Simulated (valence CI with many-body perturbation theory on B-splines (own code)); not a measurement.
# Bi52+: electric-dipole lines

Level of theory: configuration interaction combined with many-body perturbation theory (CI+MBPT): three valence electrons over a frozen Dirac-Fock core [Ar] 3d10, radial functions for each j: 11 s, 11 p, 9 d, 7 f, 5 g, 2 h, 1 i, with the one-electron correlation potential Σ1 (screened to all orders), the two-electron term Σ2, the three-electron term Σ3, Breit, model QED; selected single and double excitations, second order for the rest (own B-spline code, finite nucleus).

The last digits are not significant, and no measured levels were compared; by estimate large intervals hold to a few tenths of a per cent, small ones and those within an open d or f shell to about a per cent.

Lines 201 to 250 of 270 in falling wavelength, among levels below 857.83 eV, chosen from the strongest by gf and those to the six lowest levels. Wavelengths and rates use the calculated energies. Electric multipoles are in the length gauge, E1 and E2 with the static RPA response of the core. Weak lines are less certain than strong ones. Lines between different terms over intervals too small for the method are left out, as are lines whose strength nearly cancels. The highest levels of a list are the least certain.

Levels are named by their leading jj configuration (3d3/2^4 stands for four electrons in 3d with j = 3/2), which in mixed levels can hold well under half, so a name can repeat and another be missing. Letters in brackets count levels of one name in rising energy.

```csv
λ vac (Å),Upper,Lower,A (s⁻¹),log gf,Branch %
32.96,(4s 4p3/2 4d3/2) J=5/2 [a],(4s 4p1/2 4p3/2) J=3/2 [a],9.11e+11,-0.05,38.3
32.95,(4s 4p1/2 4d3/2) J=3/2 [b],(4s 4p1/2^2) J=1/2,2.88e+12,0.27,97.9
32.77,(4s 4p3/2 4d3/2) J=1/2 [b],(4s 4p1/2 4p3/2) J=3/2 [b],1.30e+11,-1.38,3.3
32.68,(4s 4p3/2 4d3/2) J=5/2 [b],(4s 4p1/2 4p3/2) J=3/2 [b],1.60e+12,0.19,37.3
32.32,(4s 4d3/2^2) J=3/2,(4s 4p1/2 4d3/2) J=3/2 [a],1.90e+12,0.08,45.9
32.31,(4s 4p3/2 4d3/2) J=3/2 [b],(4s 4p1/2 4p3/2) J=5/2,4.73e+09,-2.53,0.1
31.73,(4s 4p3/2 4d5/2) J=5/2 [a],(4s 4p1/2 4p3/2) J=3/2 [b],1.08e+10,-2.01,1.4
31.52,(4s 4p3/2 4d3/2) J=5/2 [b],(4s 4p1/2 4p3/2) J=5/2,3.64e+10,-1.49,0.9
31.47,(4s 4p3/2 4d3/2) J=3/2 [b],(4s 4p1/2 4p3/2) J=3/2 [a],1.13e+10,-2.17,0.3
31.17,(4s 4p3/2 4d5/2) J=3/2 [a],(4s 4p1/2 4p3/2) J=3/2 [b],1.08e+11,-1.20,12.6
30.80,(4s 4p3/2 4d3/2) J=1/2 [b],(4s 4p1/2 4p3/2) J=3/2 [a],1.42e+08,-4.39,0.0
30.72,(4s 4p3/2 4d3/2) J=5/2 [b],(4s 4p1/2 4p3/2) J=3/2 [a],2.33e+09,-2.70,0.1
30.63,(4s 4p3/2 4d5/2) J=5/2 [a],(4s 4p1/2 4p3/2) J=5/2,2.22e+10,-1.73,3.0
30.11,(4s 4p3/2 4d5/2) J=3/2 [a],(4s 4p1/2 4p3/2) J=5/2,3.51e+08,-3.72,0.0
30.10,(4s 4p3/2 4d5/2) J=7/2 [a],(4s 4p1/2 4p3/2) J=5/2,1.64e+11,-0.75,19.3
30.08,(4s 4p3/2 4d5/2) J=1/2,(4s 4p1/2 4p3/2) J=3/2 [b],5.79e+10,-1.80,6.5
30.00,(4s 4p1/2 4d5/2) J=3/2,(4s 4p1/2^2) J=1/2,2.00e+11,-0.97,26.0
29.88,(4s 4p3/2 4d5/2) J=5/2 [a],(4s 4p1/2 4p3/2) J=3/2 [a],3.62e+08,-3.54,0.0
29.76,(4s 4p3/2 4d5/2) J=3/2 [b],(4s 4p1/2 4p3/2) J=3/2 [b],1.06e+08,-4.25,0.0
29.47,(4s 4p3/2 4d5/2) J=5/2 [b],(4s 4p1/2 4p3/2) J=3/2 [b],9.35e+09,-2.14,0.4
29.39,(4s 4p3/2 4d5/2) J=7/2 [b],(4s 4p1/2 4p3/2) J=5/2,8.19e+07,-4.07,0.0
29.39,(4s 4p3/2 4d5/2) J=3/2 [a],(4s 4p1/2 4p3/2) J=3/2 [a],1.83e+10,-2.02,2.1
28.85,(4p1/2^2 4d3/2) J=3/2,(4s^2 4p3/2) J=3/2,5.66e+07,-4.55,0.0
28.79,(4s 4p3/2 4d5/2) J=3/2 [b],(4s 4p1/2 4p3/2) J=5/2,1.07e+10,-2.28,0.5
28.52,(4s 4p3/2 4d5/2) J=5/2 [b],(4s 4p1/2 4p3/2) J=5/2,2.24e+10,-1.79,0.9
28.42,(4s 4p3/2 4d5/2) J=1/2,(4s 4p1/2 4p3/2) J=3/2 [a],3.75e+09,-3.04,0.4
28.13,(4s 4p3/2 4d5/2) J=3/2 [b],(4s 4p1/2 4p3/2) J=3/2 [a],5.21e+09,-2.61,0.2
27.87,(4s 4p3/2 4d5/2) J=5/2 [b],(4s 4p1/2 4p3/2) J=3/2 [a],1.83e+10,-1.89,0.7
26.09,(4p1/2^2 4d5/2) J=5/2,(4s^2 4p3/2) J=3/2,2.36e+07,-4.84,0.0
25.43,(4p1/2 4p3/2^2) J=3/2,(4s 4p1/2^2) J=1/2,5.27e+09,-2.69,0.2
25.20,(4p3/2^3) J=3/2,(4s 4p1/2 4p3/2) J=3/2 [b],2.80e+07,-4.97,0.0
25.12,(4s 4p3/2^2) J=1/2,(4s^2 4p1/2) J=1/2,6.50e+09,-2.91,0.5
24.92,(4p1/2 4p3/2^2) J=1/2,(4s 4p1/2^2) J=1/2,5.45e+09,-2.99,0.3
24.92,(4s 4p3/2^2) J=3/2,(4s^2 4p1/2) J=1/2,4.65e+08,-3.76,0.0
24.51,(4p3/2^3) J=3/2,(4s 4p1/2 4p3/2) J=5/2,3.86e+09,-2.86,0.1
24.02,(4p3/2^3) J=3/2,(4s 4p1/2 4p3/2) J=3/2 [a],3.14e+07,-4.96,0.0
23.10,(4s 4p1/2 4f5/2) J=5/2 [a],(4s^2 4p3/2) J=3/2,3.61e+07,-4.76,0.0
22.92,(4s 4p3/2 4d3/2) J=3/2 [a],(4s 4p1/2^2) J=1/2,2.78e+08,-4.06,0.0
22.91,(4s 4p3/2 4d3/2) J=1/2 [a],(4s 4p1/2^2) J=1/2,8.65e+07,-4.87,0.0
22.69,(4p1/2^2 4f5/2) J=5/2,(4s 4p1/2 4p3/2) J=3/2 [b],6.69e+08,-3.51,0.1
22.59,(4s 4p1/2 4f5/2) J=5/2 [b],(4s^2 4p3/2) J=3/2,3.55e+08,-3.79,0.1
22.55,(4s 4p1/2 4f5/2) J=3/2,(4s^2 4p3/2) J=3/2,7.35e+08,-3.65,0.1
22.18,(4s 4p3/2 4d3/2) J=3/2 [b],(4s 4p1/2^2) J=1/2,5.34e+07,-4.80,0.0
22.12,(4p1/2^2 4f5/2) J=5/2,(4s 4p1/2 4p3/2) J=5/2,2.91e+08,-3.89,0.0
22.08,(4s 4p1/2 4f7/2) J=5/2,(4s^2 4p3/2) J=3/2,2.76e+08,-3.92,0.1
21.84,(4s 4p3/2 4d3/2) J=1/2 [b],(4s 4p1/2^2) J=1/2,2.38e+07,-5.47,0.0
21.73,(4p1/2^2 4f5/2) J=5/2,(4s 4p1/2 4p3/2) J=3/2 [a],1.76e+07,-5.13,0.0
21.12,(4s 4p3/2 4d5/2) J=3/2 [a],(4s 4p1/2^2) J=1/2,7.20e+08,-3.72,0.1
20.68,(4p1/2 4p3/2 4d3/2) J=5/2 [a],(4s^2 4p3/2) J=3/2,2.51e+07,-5.01,0.0
20.62,(4s 4p3/2 4d5/2) J=1/2,(4s 4p1/2^2) J=1/2,3.58e+09,-3.34,0.4
```
